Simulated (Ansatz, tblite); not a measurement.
Cost and result up the ladder for GeI₂ (the lowest singlet isomer of a short search) (3 atoms). Total charge 0; singlet. Geometry: B3LYP-D4/def2-TZVP.

```xyz
3

Ge   -0.073    0.378    1.004
I     1.115    1.432   -1.034
I    -1.042   -1.810    0.030
```

Ansatz on 4 threads of Arm Neoverse V2 on a shared host; xTB runs through tblite on one thread. Times are rough, summed over both states, and most runs start from the orbitals of an earlier one. RPA@PBE/def2-TZVP serves as the yardstick here, not as an exact answer. The other state is a quintet at its own geometry.

In the def2 sets I takes a core potential; there is no spin–orbit coupling. The xTB rows come from tblite. Correlated methods freeze 17 core orbitals; core or outer-core shells of Ge, I are correlated, in sets that lack core-valence functions. At PBE0-D4/def2-TZVP a singlet of charge 0 lies 5.33 eV below the quintet, each at its own geometry. The structure comes from a short search, and lower isomers may exist.

Correlated methods converge slowly with the basis.

xTB has no spin-polarisation term.

| level | functions | wall time |
| --- | --- | --- |
| GFN1-xTB | 27 | 0.005 s |
| GFN2-xTB | 27 | 0.006 s |
| MP2/def2-TZVP | 148 | 8.5 s |
| RPA@PBE/def2-TZVP | 148 | 13 s |

Estimate what each level gives for the quintet − singlet (eV).


```csv
level,quintet − singlet (eV),difference from RPA@PBE/def2-TZVP (eV)
GFN1-xTB,7.13,2.43
GFN2-xTB,8.14,3.44
MP2/def2-TZVP,5.62,0.92
RPA@PBE/def2-TZVP,4.70,0.00
```
